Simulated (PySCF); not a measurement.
FGeH3O, SMILES [OH][GeH2][F]. Coordinates come from a B3LYP-D3(BJ)/def2-TZVP optimisation. One conformer was computed; it need not be the lowest.

These are B3LYP-D3(BJ)/def2-TZVP (PySCF) values and carry that method's errors.

Harmonic wavenumbers (cm⁻¹): 204, 271, 560, 656, 682, 720, 804, 855, 934, 2158, 2207, 3834. Rotational constants (GHz): 15.03, 6.562, 4.927; symmetry number 1.

Problem. Work out the zero-point energy and the ideal-gas rigid-rotor harmonic-oscillator thermochemistry at 298.15 K and 1 atm.

Solution. ZPE = ½ Σ hcν = ½ × 13886 cm⁻¹ = 19.85 kcal/mol. H − E(el) = 23.31 kcal/mol. Entropy in cal/(mol K): translation 40.02, rotation 24.01, vibration 5.68, total 69.70. G − E(el) = 2.53 kcal/mol. Cp = 16.87 cal/(mol K).
